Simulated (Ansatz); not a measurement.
Basis sets compared for (CdS)6 ring (Cd6S6). The state is a singlet with charge 0. Geometry PBE-D4/def2-SVP. Ansatz on 2 threads of AMD EPYC 7R13 on a shared host and a share (18 GiB) of an NVIDIA H100 80GB HBM3; times are rough, and most runs start from earlier orbitals.

```csv
atom,x (Å),y (Å),z (Å)
Cd1,-0.512,-0.085,3.286
S2,0.909,-1.780,4.107
Cd3,1.400,-2.626,1.959
S4,1.952,-3.496,-0.166
Cd5,-0.036,-2.732,-1.180
S6,-2.037,-1.979,-2.176
Cd7,-1.058,-0.066,-3.153
S8,-0.131,1.851,-4.171
Cd9,0.549,2.810,-2.124
S10,1.278,3.798,-0.107
Cd11,-0.341,2.700,1.211
S12,-1.972,1.603,2.515
```

In the def2 sets Cd takes a core potential; there is no spin–orbit coupling. Single mean-field runs in def2-TZVP are fitted with def2-universal-jkfit.

Binding counts from free atoms (Cd singlet, S triplet) in the same basis, without a counterpoise term.

```csv
level,functions,energy (Eh),HOMO (eV),LUMO (eV),binding per atom (eV),wall time
PBE-D4/def2-SVP,294,-3394.2139,-6.00,-3.16,2.11,6 s
PBE0-D4/def2-SVP,294,-3394.3518,-7.13,-2.51,2.09,7.5 s
```

Question: Estimate the rows for PBE-D4/def2-TZVP, PBE0-D4/def2-TZVP (with forces).

Answer: 
```tsv
level	functions	energy (Eh)	HOMO (eV)	LUMO (eV)	binding per atom (eV)	wall time
PBE-D4/def2-TZVP	462	-3395.2837	-6.03	-3.15	2.09	4.4 s
PBE0-D4/def2-TZVP (with forces)	462	-3395.4050	-7.14	-2.48	2.07	11 s
```
